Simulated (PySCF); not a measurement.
# Working with the constants of NaBr

PBE0 constants of NaBr, ¹Σ⁺ (singlet), closed shell (basis Na cc-pVTZ, Br cc-pVTZ-PP with ECP10; scalar-relativistic core potentials; PySCF 2.14; masses 22.9898 and 78.9183 u):

```
ωe              : 294.3 cm⁻¹
ωexe            : 1.14 cm⁻¹
Be              : 0.14951 cm⁻¹
αe              : 0.000896 cm⁻¹
D (centrifugal) : 1.54e-07 cm⁻¹
De to Na + Br   : 3.62 eV
```

**Question.** Give the band origin of the fundamental and the first lines of its P and R branches.

**Answer.** ν0 = ωe − 2ωexe = 292.0 cm⁻¹, B0 = 0.14906, B1 = 0.14817 cm⁻¹.

| J″ | P(J″) − ν0 | R(J″) − ν0 |
| --- | --- | --- |
| 0 |  | 0.296 |
| 1 | -0.298 | 0.591 |
| 2 | -0.598 | 0.884 |
| 3 | -0.900 | 1.175 |
| 4 | -1.203 | 1.464 |
| 5 | -1.508 | 1.751 |
| 6 | -1.815 | 2.036 |

**Question.** Near which J would the R branch turn back, without centrifugal distortion?

**Answer.** At J ≈ (B0 + B1)/(2(B0 − B1)) − 1 ≈ 160.

Measured values (Huber and Herzberg, Constants of Diatomic Molecules (1979)): ωe = 302.1 cm⁻¹, Be = 0.15125331 cm⁻¹, αe = 0.00094095 cm⁻¹.
